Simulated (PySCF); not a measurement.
PySCF input (BP86/6-31G* (5d)):

```python
from pyscf import gto, dft

mol = gto.M(
    atom='''
    O    -0.42745500   -0.38307200   -2.09792600
    Si   -0.12041200   -0.10791000   -0.59097700
    Si   -1.54668900   -1.15758900    1.00586600
    Si    2.03003000   -0.76224100    0.20491700
    Si   -0.21073900    2.16412800    0.12713500
    H    -1.19859700   -0.85319600    2.43001500
    H    -1.54170800   -2.65063200    0.91640900
    H    -2.98383400   -0.76726400    0.86634900
    H     2.25985300   -0.47092100    1.65555100
    H     2.29860900   -2.22614800    0.05643200
    H     3.15840600   -0.08834000   -0.50910600
    H    -1.54942700    2.79925800   -0.07714300
    H     0.75249600    3.05369800   -0.59262100
    H     0.09317800    2.35868400    1.58034000
    ''',
    basis='6-31g*',
    charge=-1,
    spin=0,
    verbose=4,
)

mf = dft.RKS(mol, xc='bp86')
mf.grids.level = 3
mf.conv_tol = 1e-9
mf.max_cycle = 100
mf.max_memory = 1500
mf.kernel()
if not mf.converged:
    mf = mf.newton()
    mf.kernel(mf.make_rdm1())
mf.dip_moment()
```

Output:

```
PySCF version 2.14.0

[INPUT] verbose = 4
[INPUT] num. atoms = 14
[INPUT] num. electrons = 74
[INPUT] charge = -1
[INPUT] spin (= nelec alpha-beta = 2S) = 0
[INPUT] symmetry False subgroup None
[INPUT] Mole.unit = angstrom
[INPUT] Symbol           X                Y                Z      unit          X                Y                Z       unit  Magmom
[INPUT]  1 O     -0.427455000000  -0.383072000000  -2.097926000000 AA   -0.807772880576  -0.723901165989  -3.964505569604 Bohr   0.0
[INPUT]  2 Si    -0.120412000000  -0.107910000000  -0.590977000000 AA   -0.227545702111  -0.203920346102  -1.116784675917 Bohr   0.0
[INPUT]  3 Si    -1.546689000000  -1.157589000000   1.005866000000 AA   -2.922818609877  -2.187526174809   1.900811258012 Bohr   0.0
[INPUT]  4 Si     2.030030000000  -0.762241000000   0.204917000000 AA    3.836200724651  -1.440426730915   0.387237008267 Bohr   0.0
[INPUT]  5 Si    -0.210739000000   2.164128000000   0.127135000000 AA   -0.398238993765   4.089609218503   0.240250330847 Bohr   0.0
[INPUT]  6 H     -1.198597000000  -0.853196000000   2.430015000000 AA   -2.265020063725  -1.612306770574   4.592062828585 Bohr   0.0
[INPUT]  7 H     -1.541708000000  -2.650632000000   0.916409000000 AA   -2.913405884051  -5.008968537008   1.731762028087 Bohr   0.0
[INPUT]  8 H     -2.983834000000  -0.767264000000   0.866349000000 AA   -5.638629061165  -1.449918825238   1.637162338291 Bohr   0.0
[INPUT]  9 H      2.259853000000  -0.470921000000   1.655551000000 AA    4.270503251777  -0.889911716306   3.128537975250 Bohr   0.0
[INPUT] 10 H      2.298609000000  -2.226148000000   0.056432000000 AA    4.343741477460  -4.206810032748   0.106641024661 Bohr   0.0
[INPUT] 11 H      3.158406000000  -0.088340000000  -0.509106000000 AA    5.968522330183  -0.166938405844  -0.962070908373 Bohr   0.0
[INPUT] 12 H     -1.549427000000   2.799258000000  -0.077143000000 AA   -2.927992680006   5.289830971998  -0.145779142427 Bohr   0.0
[INPUT] 13 H      0.752496000000   3.053698000000  -0.592621000000 AA    1.422011349831   5.770652887132  -1.119891385666 Bohr   0.0
[INPUT] 14 H      0.093178000000   2.358684000000   1.580340000000 AA    0.176080900835   4.457266774394   2.986409783695 Bohr   0.0

nuclear repulsion = 415.309849202268
number of shells = 56
number of NR pGTOs = 267
number of NR cGTOs = 104
basis = 6-31g*
ecp = {}

******** <class 'pyscf.dft.rks.RKS'> ********
method = RKS
initial guess = minao
damping factor = 0
level_shift factor = 0
DIIS = <class 'pyscf.scf.diis.CDIIS'>
diis_start_cycle = 1
diis_space = 8
diis_damp = 0
SCF conv_tol = 1e-09
SCF conv_tol_grad = None
SCF max_cycles = 100
direct_scf = True
direct_scf_tol = 1e-13
XC library pyscf.dft.libxc version 7.1.2
    S. Lehtola, C. Steigemann, M. J. T. Oliveira, and M. A. L. Marques,  SoftwareX 7, 1–5 (2018)
XC functionals = bp86
    A. D. Becke,  Phys. Rev. A 38, 3098 (1988)
    J. P. Perdew,  Phys. Rev. B 33, 8822 (1986)
    J. P. Perdew,  Phys. Rev. B 34, 7406–7406 (1986)
radial grids:
    Treutler-Ahlrichs [JCP 102, 346 (1995); DOI:10.1063/1.469408] (M4) radial grids

becke partition: Becke, JCP 88, 2547 (1988); DOI:10.1063/1.454033
pruning grids: <function nwchem_prune>
grids dens level: 3
symmetrized grids: False
atomic radii adjust function: <function treutler_atomic_radii_adjust>
small_rho_cutoff = 0
Set gradient conv threshold to 3.16228e-05
Initial guess from minao.
tot grids = 179080
init E= -1238.44789696824
  HOMO = -0.276306105006195  LUMO = -0.0932178548472962  gap/eV = 4.98209
cycle= 1 E= -1238.41373695975  delta_E= 0.0342  |g|= 1.11  |ddm|= 3.28
  HOMO = 0.125556093632394  LUMO = 0.136381691429467  gap/eV = 0.29458
cycle= 2 E= -1229.52029044355  delta_E= 8.89  |g|= 3.33  |ddm|= 17.8
  HOMO = -0.0570894111596545  LUMO = 0.106898013311597  gap/eV = 4.46233
cycle= 3 E= -1238.59654064659  delta_E= -9.08  |g|= 0.481  |ddm|= 17.8
  HOMO = -0.0308264010297132  LUMO = 0.110491375268882  gap/eV = 3.84545
cycle= 4 E= -1238.66432283753  delta_E= -0.0678  |g|= 0.338  |ddm|= 1.65
  HOMO = -0.0258316721324766  LUMO = 0.105626336465527  gap/eV = 3.57715
cycle= 5 E= -1238.69752948015  delta_E= -0.0332  |g|= 0.144  |ddm|= 0.615
  HOMO = -0.0219448055767614  LUMO = 0.117151914040512  gap/eV = 3.78501
cycle= 6 E= -1238.70316704957  delta_E= -0.00564  |g|= 0.0311  |ddm|= 0.221
  HOMO = -0.0269829288567926  LUMO = 0.11360469936453  gap/eV = 3.82558
cycle= 7 E= -1238.70357858596  delta_E= -0.000412  |g|= 0.00412  |ddm|= 0.0853
  HOMO = -0.0269118101776255  LUMO = 0.113780749287987  gap/eV = 3.82844
cycle= 8 E= -1238.7035855806  delta_E= -6.99e-06  |g|= 0.00116  |ddm|= 0.00959
  HOMO = -0.0269094480853874  LUMO = 0.113783081270928  gap/eV = 3.82844
cycle= 9 E= -1238.70358619959  delta_E= -6.19e-07  |g|= 0.000228  |ddm|= 0.0027
  HOMO = -0.026902380284903  LUMO = 0.113786418480191  gap/eV = 3.82834
cycle= 10 E= -1238.70358622151  delta_E= -2.19e-08  |g|= 2.7e-05  |ddm|= 0.000468
  HOMO = -0.0268997133006388  LUMO = 0.113789514863019  gap/eV = 3.82835
cycle= 11 E= -1238.70358622182  delta_E= -3.12e-10  |g|= 4.85e-06  |ddm|= 6.28e-05
  HOMO = -0.0269012001114733  LUMO = 0.113789351638431  gap/eV = 3.82838
Extra cycle  E= -1238.70358622177  delta_E= 4.59e-11  |g|= 1.56e-05  |ddm|= 3.88e-05
converged SCF energy = -1238.70358622177

WARN: System has nonzero charge -1; the dipole moment is origin-dependent.
Location of origin: [0. 0. 0.]

Dipole moment(X, Y, Z, Debye):  0.54767,  0.49079,  2.68789
```

The dipole moment of an ion depends on the origin.

The geometry given is a B3LYP-D3(BJ)/def2-TZVP minimum.
